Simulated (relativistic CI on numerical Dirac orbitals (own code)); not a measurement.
## How well does a small relativistic CI reproduce Mg IV?

Method of calculation: Dirac-Coulomb-Breit CI, orbitals from a KLI potential per configuration, model QED (radiative potential, 1s self-energy scaled to tabulated hydrogen-like ionisation energies), valence Slater integrals scaled by 0.85, configuration energies shifted to the measured levels that pair with them (semi-empirical) (own radial code, finite nucleus).

Configurations in the expansion (outside the closed core 1s2): 2s²2p⁵, 2s2p⁶, 2s²2p⁴3s, 2s²2p⁴3p, 2s²2p⁴3d, 2s²2p⁴4s, 2s²2p⁴4d, 2s²2p⁴4p, 2s²2p⁴4f, 2p⁶3s, 2s2p⁵3s, 2s²2p³3s², 2p⁶3p, 2s2p⁵3p, 2s²2p³3s3p, 2p⁶3d, 2s²2p³3p², 2s²2p³3s3d, 2s2p⁵3d, 2s²2p³3p3d, 2s2p⁵4s, 2s2p⁵4p. Levels of other configurations are missing.

```
Configuration  Term (tabulated)    J  Measured (cm⁻¹)  Computed   Error  Purity (%)
       2s²2p⁵               2P°  3/2              0.0         0       0         100
       2s²2p⁵               2P°  1/2           2228.0      2204     -24         100
        2s2p⁶                2S  1/2         311532.0    311532       0          99
     2s²2p⁴3s                4P  5/2         543720.4    544469     749          99
     2s²2p⁴3s                4P  3/2         545137.6    545873     736          99
     2s²2p⁴3s                4P  1/2         545955.4    546684     729          99
     2s²2p⁴3s                2P  3/2         553666.1    553675       9          99
     2s²2p⁴3s                2P  1/2         555341.9    555333      -9          99
     2s²2p⁴3s                2D  5/2         582562.4    579839   -2724         100
     2s²2p⁴3s                2D  3/2         582578.4    579854   -2724          99
     2s²2p⁴3p               4P°  5/2         596521.8    598177    1656          98
     2s²2p⁴3p               4P°  3/2         597065.7    598709    1644          97
     2s²2p⁴3p               4P°  1/2         597583.6    599240    1656          99
     2s²2p⁴3p               4D°  7/2         603138.1    603735     597         100
     2s²2p⁴3p               4D°  5/2         604003.1    604588     585          94
     2s²2p⁴3p               4D°  3/2         604662.9    605256     593          97
     2s²2p⁴3p               4D°  1/2         605033.5    605625     591          99
     2s²2p⁴3p               2D°  5/2         607891.7    607914      22          95
     2s²2p⁴3p               2D°  3/2         609305.8    609306       0          96
     2s²2p⁴3p             2P° †  1/2         610983.2    613281    2298          75
     2s²2p⁴3p               4S°  3/2         612232.4    611632    -600          99
     2s²2p⁴3p             2P° †  3/2         612501.6    613180     679          97
     2s²2p⁴3p               2S°  1/2         612943.5    611023   -1920          76
     2s²2p⁴3s                2S  1/2         624109.6    613365  -10745          97
     2s²2p⁴3p               2F°  5/2         637879.7    635295   -2585         100
     2s²2p⁴3p               2F°  7/2         638112.9    635520   -2592         100
     2s²2p⁴3p               2D°  3/2         644643.4    641140   -3503         100
     2s²2p⁴3p               2D°  5/2         644786.4    641269   -3517         100
     2s²2p⁴3p               2P°  3/2         650061.6    649136    -926          97
     2s²2p⁴3p               2P°  1/2         651093.9    650090   -1004          97
     2s²2p⁴3d                4D  7/2         670786.1    671533     747          97
     2s²2p⁴3d                4D  5/2         671028.8    671763     734          96
     2s²2p⁴3d                4D  3/2         671324.1    672060     736          97
     2s²2p⁴3d                4D  1/2         671569.4    672314     744          98
     2s²2p⁴3d                4F  9/2         675370.2    675597     226         100
     2s²2p⁴3d                4F  7/2         676075.3    676351     276          83
     2s²2p⁴3d                4F  5/2         676826.4    677086     259          91
     2s²2p⁴3d                4F  3/2         677363.9    677592     228          96
     2s²2p⁴3d                2F  7/2         677451.9    677880     428          84
     2s²2p⁴3d                4P  1/2         677980.0    677728    -252          99
     2s²2p⁴3d                4P  3/2         678428.3    678202    -226          96
     2s²2p⁴3d                2D  3/2         680033.7    680808     775          80
     2s²2p⁴3d                2D  5/2         680493.2    681337     844          88
     2s²2p⁴3d                2P  1/2         681023.3    681269     246          98
     2s²2p⁴3d                2P  3/2         682472.8    682817     345          82
     2s²2p⁴3p               2P°  1/2         682851.3    672562  -10290          97
     2s²2p⁴3p               2P°  3/2         682889.5    672465  -10425          97
     2s²2p⁴3d                2G  9/2         709068.1    706384   -2684         100
     2s²2p⁴3d                2G  7/2         709071.2    706389   -2682         100
     2s²2p⁴3d                2P  3/2         711632.7    708745   -2888          99
     2s²2p⁴3d                2P  1/2         711880.5    709038   -2843          76
     2s²2p⁴3d                2S  1/2         712124.5    709332   -2793          76
     2s²2p⁴3d                2D  5/2         713411.0    710480   -2931          93
     2s²2p⁴3d                2D  3/2         713682.5    710822   -2861          99
     2s²2p⁴3d                2F  5/2         714336.4    710955   -3381          94
     2s²2p⁴3d                2F  7/2         714352.8    710952   -3401         100
     2s²2p⁴4s                4P  5/2         719784.8    719785       0         100
     2s²2p⁴4s                4P  3/2         721043.6    721050       7          91
     2s²2p⁴4s                4P  1/2         722001.8    721997      -5          98
     2s²2p⁴4s                2P  3/2         723267.3    723359      91          91
     2s²2p⁴4s                2P  1/2         724816.3    724910      94          98
     2s²2p⁴3d                2D  5/2         752931.7    742257  -10675          96
     2s²2p⁴3d                2D  3/2         752997.4    742348  -10650          96
     2s²2p⁴4s                2D  5/2         756866.1    753157   -3709          99
     2s²2p⁴4s                2D  3/2         756875.8    753165   -3710          99
     2s²2p⁴4d                4P  1/2         767339.0    767312     -27          94
     2s²2p⁴4d                4F  5/2         767489.0    767588      99          74
     2s²2p⁴4d                4P  3/2         767780.0    767780       0          80
```

Measured levels from NIST levels in Kelleher and Podobedova, J. Phys. Chem. Ref. Data 37, 267 (2008); pairs were made by configuration, J and term (by order where the table uses no LS term), so strongly mixed levels may be paired wrongly.

Mean error by configuration (cm⁻¹): 2s²2p⁵ -24; 2s2p⁶ 0; 2s²2p⁴3s -1748; 2s²2p⁴3p -1580; 2s²2p⁴3d -1603; 2s²2p⁴4s -1033; 2s²2p⁴4d 24. Over the excited levels the mean absolute error is 1935 cm⁻¹ (67 of the 69 excited levels that our extract of the source holds in range could be paired, and the others can miss by more), and the median relative error of those above 1,000 cm⁻¹ is 0.12 %, both after the shifts were fitted to these levels, so that a configuration with one level shows no error. † marks terms whose computed intervals miss the measured ones by more than a factor of 2.5, or configurations far off the rest, from wrong mixing, a near crossing or a doubtful label or measurement; they are left out of the means.

Configurations whose levels could be paired with our table of measured levels were shifted onto them, all but the ground configuration, by the median error of their levels; single terms can still be off by 1,000 to 2,000 cm⁻¹ or more, and rates follow the energies as ν³ (E1, M1) or ν⁵ (E2). The others borrow a shift and can be off by several thousand cm⁻¹ or more. The fine structure of a lone outer electron comes out too small, for d and f at times inverted, and misplaced configurations move strength between like terms. 67 of the 69 excited levels that our extract of the measured tables holds in this range could be paired (the sources list more); they are missed by 1921 cm⁻¹ on average and 10745 at most, after the shifts were fitted to these levels, and levels without a partner can miss by more.

Shifts applied (cm⁻¹): 2s²2p⁵ 0; 2s2p⁶ -18465; 2s²2p⁴3s 70; 2s²2p⁴3p -331; 2s²2p⁴3d -219; 2s²2p⁴4s -69; 2s²2p⁴4d -181.
